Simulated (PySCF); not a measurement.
Predicted microwave data (PBE0-D3(BJ)/def2-SVP geometry optimisation, gas phase in PySCF 2.14.0) for one isomer of C3H8GaN:

```
Rotational constants : A = 16376, B = 846.5, C = 822.9 MHz
Dipole components    : |μa| = 7.83 D, |μb| = 0.76 D, |μc| = 0.01 D
Inertial defect      : -13.76 u·Å²
κ                    : -1.00
```

Question: Which structure is it? (One computed conformer of each.)
A. `CCC#[N+][GaH3-]`
B. `[N+]([GaH2-][CH3])#CC`

Answer: A. It is CCC#[N+][GaH3-]. The candidates at the same level (rigid rotor, commonest isotopes):

```tsv
SMILES	A (MHz)	B (MHz)	C (MHz)	μa (D)	μb (D)	μc (D)	Δ (u·Å²)	point group	rotor
CC#[N+][GaH2-][CH3]	8302	1213	1090	7.28	1.27	0.00	-13.86	–	near-prolate asymmetric top
CCC#[N+][GaH3-]	16376	846.5	822.9	7.83	0.76	0.01	-13.76	near Cs	–
```

`CC#[N+][GaH2-][CH3]` has A 49 % too low. No structure here is proved a minimum.
